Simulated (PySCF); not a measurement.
H4OSe2Si, SMILES [SiH3]O[Se][SeH] (PBE0/def2-SVP optimised geometry):

```
8

Se    -0.648    -0.647    -3.009
Se    -2.137     1.054    -3.442
H     -3.248     0.210    -3.933
O     -1.086    -1.186    -1.333
Si    -0.488    -0.344     0.000
H      1.006    -0.344     0.000
H     -1.006    -1.068     1.194
H     -0.978     1.068     0.000
```

Computed with PySCF 2.14.0 with PBE0/def2-TZVP.

Problem. What are the frontier orbital energies and the dipole moment?

Solution. HOMO-2 -8.55 eV, HOMO-1 -7.67 eV, HOMO -6.92 eV, LUMO -1.53 eV, LUMO+1 -1.34 eV; dipole moment 0.68 D.

On the same geometry PySCF with PBE/def2-TZVP gives HOMO-2 -7.20 eV, HOMO-1 -6.53 eV, HOMO -5.69 eV, LUMO -2.40 eV, LUMO+1 -2.24 eV; dipole moment 0.67 D.

Meta-Löwdin charges at PBE0/def2-TZVP: Se1 0.33, Se2 -0.05, H3 0.07, O4 -0.75, Si5 0.71, H6 -0.11, H7 -0.09, H8 -0.11.
